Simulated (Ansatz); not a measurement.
Ansatz (a quantum-chemistry and plane-wave program) input for H₃Ti, SMILES [TiH3+] (connectivity only; charge and spin as stated), charge +1, multiplicity 1, PBE-D3(BJ)/def2-TZVPD. 

Ansatz 0.2 input:
```yaml
crystal:
  periodic: [false, false, false]
  atoms:
    - {symbol: Ti, position_ang: [0.08841683, -0.12303707, -0.00000000]}
    - {symbol: H, position_ang: [-0.21414019, 1.66772995, 0.40960165]}
    - {symbol: H, position_ang: [-1.51688984, -0.62864426, 0.00000000]}
    - {symbol: H, position_ang: [-0.21414020, 1.66772995, -0.40960165]}
basis:
  gaussian:
    orbitals: def2-TZVPD
hamiltonian:
  xc: pbe
  dispersion: d3bj
total_charge: 1
relax: {f_tol: 0.002, max_steps: 200}
```

It prints:

```
WARN ansatz: RAYON_NUM_THREADS=1 ignored (pool sized by the plan → 1); use --threads N
Functional definition: PBE
integrals: 0.02 GiB planned
579 factors; their error is unknown
mean field: 0.15 GiB planned
mean field evaluation 1: about -23136.4376 eV, gradient 6.7e1 eV
mean field evaluation 2: about -23108.6020 eV, gradient 1.2e2 eV
mean field evaluation 4: about -23146.0945 eV, gradient 1.2e1 eV
mean field evaluation 8: about -23146.4453 eV, gradient 1.9e0 eV
mean field evaluation 16: about -23146.4310 eV, gradient 1.5e-1 eV
mean field evaluation 32: about -23145.2898 eV, gradient 1.0e-5 eV
mean field evaluation 64: about -23146.3264 eV, gradient 1.6e0 eV
mean field -23146.43107325 eV, -850.6156527274 hartree, gradient 1.4e-5 eV, S^2 0.000000; 6 other end points of the search recorded, 0 dependent functions left out
the calculation of the forces begins
reference -23146.43111712 eV, -850.6156543398 hartree; 12, 12 occupied and 63, 63 virtual orbitals, 579 factors
relax step   1: F+E_penalty+E_count = -23146.46696900 eV  Δ(F+E_penalty+E_count) = +0.000e0 eV  max|allowed force component| = 8.668e-1 eV/Å  Δτ_max = 0.0000 Å  (252 SCF iters, accepted)
these checks for a lower state are left out or cut short: starts, cluster_reference, orbital_swaps, neighbouring_geometries, increment
integrals: 0.02 GiB planned
579 factors; their error is unknown
mean field: 0.15 GiB planned
mean field -23146.47364553 eV, -850.6172172298 hartree, gradient 1.5e-5 eV, S^2 0.000000; 0 other end points of the search recorded, 0 dependent functions left out
the calculation of the forces begins
reference -23146.47368916 eV, -850.6172188334 hartree; 12, 12 occupied and 63, 63 virtual orbitals, 579 factors
relax step   2: F+E_penalty+E_count = -23146.50985320 eV  Δ(F+E_penalty+E_count) = -4.288e-2 eV  max|allowed force component| = 5.147e-1 eV/Å  Δτ_max = 0.0329 Å  (34 SCF iters, accepted)
these checks for a lower state are left out or cut short: starts, cluster_reference, orbital_swaps, neighbouring_geometries, increment
integrals: 0.02 GiB planned
579 factors; their error is unknown
mean field: 0.15 GiB planned
mean field -23146.49636470 eV, -850.6180521439 hartree, gradient 1.7e-5 eV, S^2 0.000000; 0 other end points of the search recorded, 0 dependent functions left out
the calculation of the forces begins
reference -23146.49640773 eV, -850.6180537253 hartree; 12, 12 occupied and 63, 63 virtual orbitals, 579 factors
relax step   3: F+E_penalty+E_count = -23146.53325128 eV  Δ(F+E_penalty+E_count) = -2.340e-2 eV  max|allowed force component| = 2.503e-1 eV/Å  Δτ_max = 0.0484 Å  (32 SCF iters, accepted)
these checks for a lower state are left out or cut short: starts, cluster_reference, orbital_swaps, neighbouring_geometries, increment
integrals: 0.02 GiB planned
579 factors; their error is unknown
mean field: 0.15 GiB planned
mean field evaluation 96: about -23146.4992 eV, gradient 1.4e-1 eV
mean field -23146.49925333 eV, -850.6181582992 hartree, gradient 1.4e-5 eV, S^2 0.000000; 0 other end points of the search recorded, 0 dependent functions left out
the calculation of the forces begins
reference -23146.49929626 eV, -850.6181598768 hartree; 12, 12 occupied and 63, 63 virtual orbitals, 579 factors
relax step   4: F+E_penalty+E_count = -23146.53613330 eV  Δ(F+E_penalty+E_count) = -2.882e-3 eV  max|allowed force component| = 1.618e-1 eV/Å  Δτ_max = 0.0182 Å  (32 SCF iters, accepted)
these checks for a lower state are left out or cut short: starts, cluster_reference, orbital_swaps, neighbouring_geometries, increment
integrals: 0.02 GiB planned
579 factors; their error is unknown
mean field: 0.15 GiB planned
mean field -23146.50068138 eV, -850.6182107790 hartree, gradient 1.4e-5 eV, S^2 0.000000; 0 other end points of the search recorded, 0 dependent functions left out
the calculation of the forces begins
reference -23146.50072429 eV, -850.6182123559 hartree; 12, 12 occupied and 63, 63 virtual orbitals, 579 factors
relax step   5: F+E_penalty+E_count = -23146.53763290 eV  Δ(F+E_penalty+E_count) = -1.500e-3 eV  max|allowed force component| = 2.981e-3 eV/Å  Δτ_max = 0.0097 Å  (34 SCF iters, accepted)
these checks for a lower state are left out or cut short: starts, cluster_reference, orbital_swaps, neighbouring_geometries, increment
integrals: 0.02 GiB planned
579 factors; their error is unknown
mean field: 0.15 GiB planned
mean field -23146.50068269 eV, -850.6182108274 hartree, gradient 3.3e-5 eV, S^2 0.000000; 0 other end points of the search recorded, 0 dependent functions left out
the calculation of the forces begins
reference -23146.50072560 eV, -850.6182124043 hartree; 12, 12 occupied and 63, 63 virtual orbitals, 579 factors
relax step   6: F+E_penalty+E_count = -23146.53763330 eV  Δ(F+E_penalty+E_count) = -3.958e-7 eV  max|allowed force component| = 1.424e-3 eV/Å  Δτ_max = 0.0003 Å  (22 SCF iters, accepted)
integrals: 0.02 GiB planned
579 factors; their error is unknown
mean field: 0.15 GiB planned
mean field evaluation 128: about -23146.5006 eV, gradient 1.4e-1 eV
mean field evaluation 160: about -23145.5882 eV, gradient 3.1e0 eV
mean field -23146.50068269 eV, -850.6182108274 hartree, gradient 3.3e-5 eV, S^2 0.000000; 5 other end points of the search recorded, 0 dependent functions left out
the calculation of the forces begins
reference -23146.50072560 eV, -850.6182124043 hartree; 12, 12 occupied and 63, 63 virtual orbitals, 579 factors
Total energy: -23146.53767621 eV, -850.6195703139 hartree
Atom 0 at     0.101152    -0.048762    -0.000000 Å, force    -0.001424    -0.000846     0.000000 eV/Å
Atom 1 at    -0.226384     1.602275     0.472917 Å, force     0.000004     0.000251     0.000399 eV/Å
Atom 2 at    -1.505138    -0.572010     0.000000 Å, force     0.001415     0.000345     0.000000 eV/Å
Atom 3 at    -0.226384     1.602275    -0.472917 Å, force     0.000004     0.000251    -0.000399 eV/Å
Dipole moment:     0.584417    -0.193956     0.000000 e Å
```

The calculation finished and met its thresholds.
